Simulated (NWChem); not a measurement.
System: silene (CH₄Si); SMILES C=[SiH2]

Input file for NWChem:

```
start job
memory heap 200 mb stack 900 mb global 1100 mb
geometry units angstroms
  C     -1.201085    -0.062530    -0.042102
  Si     0.543016     0.028306     0.019008
  H     -1.825430     0.813330    -0.091492
  H     -1.733066    -0.998720    -0.033398
  H      1.431039    -1.126522     0.086556
  H      1.308924     1.269268     0.009607
end
basis spherical
  * library def2-tzvp
end
dft
  xc pbe0
  disp vdw 4
  iterations 150
end
driver
  maxiter 120
end
task dft optimize
task dft freq
```

The level has its own optimisation; frequencies are unscaled.

Question: Predict the main results of this run. (PBE0-D3(BJ)/def2-TZVP.) Quantities: r C–Si (Å); r C–H (Å); r H–Si (Å); highest harmonic frequency (cm⁻¹); lowest (cm⁻¹); zero-point energy (kcal/mol); dipole (D).

Answer: The r C–Si (Å) comes out as 1.699 and the r C–H (Å) comes out as 1.084. The r H–Si (Å) comes out as 1.479 and the highest harmonic frequency (cm⁻¹) comes out as 3260. The lowest (cm⁻¹) is 472, the zero-point energy (kcal/mol) is 25.1 and the dipole (D) is 0.75.
